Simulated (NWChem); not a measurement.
System: C2H2ClF3; SMILES FC(F)[C@H](F)Cl

Here is an NWChem input.

```
start job
memory heap 200 mb stack 900 mb global 1100 mb
geometry units angstroms noautosym nocenter noautoz
  F     -0.231091    -2.034321     0.614898
  C      0.457306    -0.909418     0.262989
  F      0.918148    -1.059710    -1.001605
  C     -0.507768     0.282359     0.342463
  F     -1.490028     0.143782    -0.583215
  Cl     0.403922     1.805132     0.078450
  H      1.316039    -0.772046     0.959883
  H     -0.956338     0.339475     1.357009
end
basis spherical
  F library 6-31g*
  C library 6-31g*
  Cl library 6-31g*
  H library 6-31g*
end
dft
  xc m06-2x
  iterations 150
end
cosmo
  do_cosmo_smd true
  solvent dioxane
end
task dft energy
```

Coordinates come from a PBE-D3(BJ)/def2-SVP optimisation. Solvent: 1,4-dioxane.

Level: M06-2X/6-31G* with SMD (1 M gas to 1 M solution), gas-phase geometry.

**Question.** Give the results of this calculation. (M06-2X/6-31G* (spherical d), SMD on the gas-phase geometry.) Quantities: solvation free energy (kcal/mol); cavity-dispersion-structure term (kcal/mol); dipole in solution (D).

**Answer.** 
- solvation free energy (kcal/mol): -2.7
- cavity-dispersion-structure term (kcal/mol): 0.3
- dipole in solution (D): 2.57
